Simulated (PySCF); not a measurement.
# As₂⁺ at PBE0

Computed with PBE0; As cc-pVTZ-PP with ECP10; scalar-relativistic core potentials (PySCF 2.14).

```json
{
  "state": "⁴Πg (quartet), unpaired electrons π ↑↑↑, a second solution, started from another occupation",
  "bond length": "2.438 Å",
  "harmonic wavenumber": "288 cm⁻¹",
  "force constant": "1.82 mdyn/Å",
  "rotational constant Be": "0.07573 cm⁻¹",
  "anharmonicity ωexe": "0.639 cm⁻¹",
  "vibration–rotation constant αe": "0.000242 cm⁻¹",
  "energy of the minimum from ground-state As⁺ + As": "-2.84 eV",
  "bond order (Mayer)": "1.52"
}
```

Spin–orbit coupling is left out.
